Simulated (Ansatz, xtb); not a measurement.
## A geometry optimisation of F3H2PSi with r2SCAN-D4/def2-SVP

The starting geometry of this gas-phase singlet has its atoms placed at random.

```
atom    x (Å)    y (Å)    z (Å)
   F  -1.8324   0.1776  -0.1236
   F  -1.9256   0.7857  -0.9581
   F   0.1145   0.2923  -1.4091
   P   0.9484  -0.3915   0.4733
  Si  -0.7888  -1.6514  -0.4222
   H   0.5612  -1.5542  -0.9757
   H   1.1905   0.9809   0.8005
```

**Question.** One run relaxed it with r2SCAN-D4/def2-SVP. What is a likely outcome?

**Answer.** It ends as `FP[SiH](F)F`. Contacts that open: F1–F2 (1.04 → 2.60 Å). Contacts that close: F1–Si5 (2.13 → 1.62 Å), F2–Si5 (2.74 → 1.62 Å), F3–P4 (2.17 → 1.65 Å).

The energy falls by 18.77 eV over 28 steps:

```json
{"step": "1", "E − E(last) (eV)": "18.769"}
{"step": "4", "E − E(last) (eV)": "10.722"}
{"step": "7", "E − E(last) (eV)": "8.485"}
{"step": "10", "E − E(last) (eV)": "7.131"}
{"step": "13", "E − E(last) (eV)": "6.304"}
{"step": "16", "E − E(last) (eV)": "2.378"}
{"step": "19", "E − E(last) (eV)": "0.550"}
{"step": "22", "E − E(last) (eV)": "0.039"}
{"step": "25", "E − E(last) (eV)": "0.001"}
{"step": "28", "E − E(last) (eV)": "0.000"}
```

Final geometry (Å):

```xyz
7

F    -1.7766   -1.2378    0.6859
F    -1.6963    0.5343   -1.2185
F     1.7345    0.4887   -1.0849
P     1.0894    0.0132    0.3546
Si   -0.8774   -0.6812   -0.5378
H    -0.7005   -1.7411   -1.5568
H     0.4948    1.2633    0.7426
```

From the same start GFN2-xTB ends elsewhere, differing in F1–P4 (1.60 against 3.14 Å here), F1–Si5 (2.90 against 1.62 Å here).

From so rough a start the end depends on the optimiser's path, so another program may land elsewhere. No frequencies were run, so the end isn't proven a minimum. Run with Ansatz 0.2.0, 52 s on 1 thread of Intel(R) Xeon(R) 6975P-C (Granite Rapids) (shared host).
